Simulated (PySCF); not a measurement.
Compound: B2BrH4NO.
Atom-mapped SMILES: `[BH2:1][O:2][B:3]([NH2:4])[Br:5]` (hydrogens: H6, H7 on B1; H8, H9 on N4)

Method used: PBE0-D3(BJ)/def2-SVP geometry optimisation, gas phase in PySCF.

Entries marked ? are missing. Bonds in one row agree within 0.01 Å.

| coordinate | value |
| --- | --- |
| B1–O2 | ? |
| O2–B3 | ? |
| B3–N4 | ? |
| B3–Br5 | 1.941 Å |
| B1–H6, B1–H7 | 1.210 Å |
| N4–H8, N4–H9 | 1.011 Å |
| O2–B1–H6 | 120.5° |
| O2–B1–H7 | 117.0° |
| H6–B1–H7 | 122.4° |
| B1–O2–B3 | 132.8° |
| O2–B3–N4 | 119.8° |
| O2–B3–Br5 | ? |
| N4–B3–Br5 | ? |
| B3–N4–H8 | ? |
| B3–N4–H9 | ? |
| H8–N4–H9 | 115.6° |

Task: Estimate the withheld lengths and angles.

Result: 
- B1–O2 = 1.353 Å, drawn single (three-coordinate boron to boron-bound oxygen); 0.15 Å below the sum of covalent radii, 1.50 Å.
- O2–B3 = 1.373 Å, drawn single (boron-bound oxygen to three-coordinate boron); 0.13 Å below the sum of covalent radii, 1.50 Å.
- B3–N4 = 1.390 Å, drawn single (three-coordinate boron to boron-bound nitrogen); 0.16 Å below the sum of covalent radii, 1.55 Å.
- O2–B3–Br5 = 121.0°, at the three-coordinate boron; the outer atoms are 2.898 Å apart.
- N4–B3–Br5 = 119.2°, at the three-coordinate boron; the outer atoms are 2.886 Å apart.
- B3–N4–H8 = 121.3°, at the boron-bound nitrogen; the outer atoms are 2.102 Å apart.
- B3–N4–H9 = 123.2°, at the boron-bound nitrogen; the outer atoms are 2.118 Å apart.

Radii are Cordero's.

No frequency check. The numbers are those of one conformer (H–B1–O2–B3 5° and -176°, B1–O2–B3–N4 -154°).
